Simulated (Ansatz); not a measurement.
Born–Oppenheimer molecular dynamics of CH$_{6}$BClO (10 atoms, charge 0, multiplicity 1). It starts at the highest image of a converged band. Of that band: Neighbouring images differ by up to 1.8 eV, so the band resolves the path poorly. A vibrational analysis at the climbing image gives one clearly imaginary mode, 1415i cm⁻¹: a first-order saddle point.

All numbers below come from Ansatz, RKS PBE0-D4/6-31G*.

| Item | Value |
| --- | --- |
| ensemble | NVE (velocity Verlet) |
| time step | 0.5 fs |
| steps asked | 200 |
| starting velocities drawn for | 100 K |
| seed | 2887 |

Frames 2.5 fs apart, positions in Å, forces in eV/Å.

Velocities at 55 fs (Å/ps):

```
B -5.60 0.75 -11.79
O -4.82 -2.60 8.39
H 7.76 5.47 -6.34
C -3.41 -0.82 0.00
H 8.56 1.21 2.41
H -14.66 -11.45 0.74
H -10.97 1.37 0.25
Cl 5.42 2.17 2.08
H -5.74 -20.79 -15.17
H 1.49 -9.11 -61.67
```

```xyz
10
Properties=species:S:1:pos:R:3:forces:R:3 time_fs=55 energy_less_start_eV=-0.429 T=515
B 0.025 0.639 -0.429 -1.44 0.17 0.93
O 0.027 0.206 1.863 -1.44 -0.59 -0.60
H -0.451 -0.649 1.815 -0.26 0.71 -0.18
C 1.347 -0.127 -0.732 -0.40 0.14 0.33
H 1.025 -1.145 -0.557 0.51 -0.69 0.06
H 1.767 -0.090 -1.736 -0.02 0.29 -0.17
H 2.094 0.171 0.009 0.25 -0.03 -0.17
Cl -1.528 -0.405 -0.543 0.67 0.70 -0.31
H -0.221 1.799 -0.126 0.33 -0.64 -0.57
H 0.834 -0.094 2.234 1.79 -0.05 0.68
10
Properties=species:S:1:pos:R:3:forces:R:3 time_fs=57.5 energy_less_start_eV=-0.488 T=571
B 0.007 0.640 -0.457 -0.89 -1.34 0.70
O 0.012 0.200 1.883 0.83 0.40 0.02
H -0.447 -0.628 1.794 -0.94 -0.66 -0.17
C 1.337 -0.129 -0.731 -0.63 -0.17 0.32
H 1.059 -1.163 -0.549 0.34 -0.46 0.07
H 1.733 -0.109 -1.741 0.18 0.37 -0.26
H 2.077 0.176 0.005 0.48 0.14 -0.14
Cl -1.514 -0.399 -0.538 0.29 0.47 -0.44
H -0.228 1.741 -0.178 0.07 0.92 -0.21
H 0.897 -0.121 2.101 0.27 0.35 0.12
10
Properties=species:S:1:pos:R:3:forces:R:3 time_fs=60 energy_less_start_eV=-0.451 T=536
B -0.015 0.634 -0.480 -0.32 -1.71 0.72
O 0.001 0.194 1.902 2.65 -0.82 0.04
H -0.491 -0.633 1.763 -0.01 0.13 0.06
C 1.325 -0.131 -0.729 -0.22 -0.85 0.14
H 1.114 -1.206 -0.537 0.25 0.39 -0.08
H 1.708 -0.107 -1.759 0.06 0.35 0.19
H 2.086 0.188 -0.009 0.26 0.18 -0.36
Cl -1.500 -0.393 -0.534 -0.22 0.16 -0.53
H -0.229 1.733 -0.244 -0.02 1.38 -0.12
H 0.975 -0.128 1.980 -2.43 0.79 -0.06
10
Properties=species:S:1:pos:R:3:forces:R:3 time_fs=62.5 energy_less_start_eV=-0.560 T=640
B -0.040 0.620 -0.498 0.12 0.19 0.95
O -0.003 0.185 1.922 -0.02 -0.75 -0.36
H -0.536 -0.631 1.737 0.74 0.91 0.29
C 1.311 -0.138 -0.726 0.49 -0.74 0.08
H 1.184 -1.229 -0.529 0.02 0.55 -0.13
H 1.686 -0.084 -1.768 -0.10 0.25 0.38
H 2.110 0.210 -0.043 -0.12 0.15 -0.47
Cl -1.486 -0.386 -0.531 -0.88 -0.24 -0.58
H -0.230 1.796 -0.319 0.21 -0.26 -0.35
H 0.929 -0.093 1.857 -0.48 -0.07 0.18
10
Properties=species:S:1:pos:R:3:forces:R:3 time_fs=65 energy_less_start_eV=-0.456 T=541
B -0.064 0.606 -0.512 0.95 1.52 0.76
O -0.006 0.174 1.940 -1.76 1.29 0.53
H -0.546 -0.586 1.725 -0.17 -0.42 0.01
C 1.299 -0.148 -0.722 0.71 0.22 0.11
H 1.254 -1.223 -0.528 -0.22 -0.12 -0.03
H 1.659 -0.047 -1.757 -0.12 0.10 -0.02
H 2.128 0.241 -0.103 -0.21 0.17 -0.18
Cl -1.473 -0.379 -0.528 -1.63 -0.68 -0.57
H -0.219 1.847 -0.413 0.25 -1.30 -0.29
H 0.866 -0.064 1.739 2.20 -0.78 -0.31
10
Properties=species:S:1:pos:R:3:forces:R:3 time_fs=67.5 energy_less_start_eV=-0.393 T=479
B -0.082 0.601 -0.522 1.91 1.33 0.40
O -0.014 0.168 1.960 2.21 0.83 -0.27
H -0.564 -0.562 1.714 -0.55 -0.93 -0.16
C 1.292 -0.157 -0.718 0.53 0.90 0.02
H 1.312 -1.222 -0.530 -0.29 -0.46 0.02
H 1.625 -0.004 -1.747 -0.15 -0.08 -0.42
H 2.136 0.282 -0.173 -0.06 0.20 0.24
Cl -1.463 -0.374 -0.527 -2.30 -1.08 -0.53
H -0.195 1.828 -0.523 0.08 -0.90 -0.05
H 0.892 -0.071 1.614 -1.37 0.19 0.74
10
Properties=species:S:1:pos:R:3:forces:R:3 time_fs=70 energy_less_start_eV=-0.288 T=378
B -0.090 0.602 -0.529 2.49 -0.19 0.14
O -0.015 0.164 1.980 1.16 -1.01 -1.23
H -0.605 -0.581 1.698 0.67 0.79 0.49
C 1.286 -0.162 -0.714 0.65 0.80 -0.23
H 1.353 -1.244 -0.531 -0.28 0.19 -0.07
H 1.581 0.034 -1.759 -0.28 -0.32 -0.19
H 2.138 0.335 -0.230 -0.07 0.00 0.39
Cl -1.457 -0.370 -0.527 -2.67 -1.27 -0.46
H -0.166 1.761 -0.637 -0.14 0.69 0.06
H 0.858 -0.071 1.528 -1.54 0.32 1.09
10
Properties=species:S:1:pos:R:3:forces:R:3 time_fs=72.5 energy_less_start_eV=-0.220 T=312
B -0.084 0.603 -0.536 2.30 -0.82 -0.11
O -0.012 0.157 1.995 -1.73 -0.15 0.45
H -0.614 -0.563 1.708 0.22 0.58 0.54
C 1.284 -0.163 -0.711 0.91 0.85 -0.44
H 1.377 -1.255 -0.535 -0.25 0.61 -0.05
H 1.521 0.053 -1.782 -0.28 -0.46 0.20
H 2.136 0.387 -0.265 -0.19 -0.32 0.27
Cl -1.456 -0.369 -0.527 -2.60 -1.19 -0.36
H -0.145 1.730 -0.748 -0.21 1.24 0.10
H 0.750 -0.057 1.497 1.82 -0.35 -0.60
10
Properties=species:S:1:pos:R:3:forces:R:3 time_fs=75 energy_less_start_eV=-0.247 T=338
B -0.066 0.600 -0.543 1.34 0.44 -0.62
O -0.014 0.150 2.011 0.72 1.18 0.45
H -0.618 -0.519 1.746 -1.26 -1.03 -0.08
C 1.287 -0.159 -0.710 0.80 1.20 -0.47
H 1.387 -1.235 -0.541 -0.16 0.10 0.13
H 1.446 0.046 -1.794 -0.03 -0.37 0.17
H 2.124 0.422 -0.284 0.00 -0.38 0.13
Cl -1.458 -0.369 -0.528 -2.16 -0.89 -0.27
H -0.135 1.763 -0.851 -0.10 -0.18 0.51
H 0.726 -0.058 1.443 0.85 -0.07 0.05
10
Properties=species:S:1:pos:R:3:forces:R:3 time_fs=77.5 energy_less_start_eV=-0.197 T=290
B -0.040 0.599 -0.554 0.05 1.13 -0.84
O -0.014 0.146 2.029 1.52 -0.26 -1.32
H -0.679 -0.519 1.785 0.17 0.13 0.15
C 1.293 -0.150 -0.712 0.48 1.07 -0.31
H 1.388 -1.209 -0.540 -0.09 -0.47 0.31
H 1.369 0.017 -1.798 0.30 -0.15 -0.18
H 2.113 0.435 -0.295 0.44 -0.14 0.02
Cl -1.465 -0.371 -0.530 -1.50 -0.49 -0.25
H -0.131 1.789 -0.924 0.02 -1.01 0.83
H 0.749 -0.064 1.396 -1.40 0.20 1.58
10
Properties=species:S:1:pos:R:3:forces:R:3 time_fs=80 energy_less_start_eV=-0.247 T=338
B -0.014 0.603 -0.569 -1.03 0.57 -0.62
O -0.009 0.142 2.042 -1.03 -0.48 -0.08
H -0.732 -0.516 1.832 1.27 0.95 0.25
C 1.302 -0.135 -0.715 0.54 0.01 -0.15
H 1.383 -1.205 -0.521 -0.10 -0.01 0.28
H 1.309 -0.021 -1.811 0.52 -0.01 -0.18
H 2.127 0.439 -0.305 0.55 -0.02 -0.17
Cl -1.474 -0.374 -0.531 -0.80 -0.12 -0.24
H -0.126 1.761 -0.949 0.02 -0.49 0.71
H 0.706 -0.063 1.428 0.04 -0.40 0.21
10
Properties=species:S:1:pos:R:3:forces:R:3 time_fs=82.5 energy_less_start_eV=-0.230 T=323
B 0.006 0.611 -0.587 -1.57 -0.93 -0.02
O -0.008 0.136 2.056 -1.02 1.56 1.86
H -0.724 -0.467 1.891 -0.43 -0.54 -0.25
C 1.314 -0.121 -0.718 0.94 -0.73 -0.15
H 1.372 -1.202 -0.486 -0.07 0.53 0.12
H 1.280 -0.061 -1.833 0.63 0.02 0.20
H 2.171 0.441 -0.326 0.14 -0.16 -0.43
Cl -1.484 -0.377 -0.534 -0.18 0.17 -0.23
H -0.121 1.708 -0.935 -0.14 1.05 0.20
H 0.671 -0.086 1.469 1.71 -0.95 -1.29
```

Of the whole run (100 fs, mean temperature of the second half 452 K): The conserved energy stayed within 0.2 meV per atom of its start (net change -0.084 meV per atom), so the integration is sound. The kinetic energy rose, since the run started high on the potential surface and went downhill. It ends in pieces (CH4BCl + H2O), so much of that is their flight and rotation, not heat. A run of 0.1 ps of so small a system gives no equilibrium averages. The orbitals stay closed-shell, which can raise the energy where a bond breaks towards radicals; this wasn't checked here.

Time of the run: 5.8 min on 1 thread of Intel(R) Xeon(R) 6975P-C (Granite Rapids), with other jobs on the host, peak memory 0.17 GiB.
